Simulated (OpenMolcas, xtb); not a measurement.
## How methods differ on GeSiH5 (SMILES [SiH2][GeH3])

GeSiH5 has 7 atoms, charge 0, and is taken as a doublet. As SMILES, `[SiH2][GeH3]`. Geometry: relaxed at PBE0-D4/def2-TZVP.

Quantity: the vertical energy of the quartet above the doublet, in eV. The values are calculated.

```csv
level,kind,program,value (eV),CPU time (all runs)
GFN0-xTB,semi-empirical,xtb,4.81,under 2 s
UHF/aug-cc-pVDZ,Hartree–Fock,OpenMolcas,6.84,46 s
USVWN5/aug-cc-pVDZ,LDA,OpenMolcas,6.22,99 s
UBLYP/aug-cc-pVDZ,GGA,OpenMolcas,6.26,2.4 min
U-r2SCAN/aug-cc-pVDZ,meta-GGA,OpenMolcas,6.48,3.5 min
UTPSS/aug-cc-pVDZ,meta-GGA,OpenMolcas,6.46,3.9 min
UBHLYP/aug-cc-pVDZ,global hybrid,OpenMolcas,6.84,3.3 min
```

All-electron rows without a relativistic Hamiltonian named are non-relativistic. The values span 4.81 to 6.84 eV. GFN0-xTB: no spin polarisation, so open shells miss the exchange term that lowers them. The upper state's dipole differs much between rows, so they may not all be the same state. CPU times are rough (shared hosts, several kinds of processor and program).
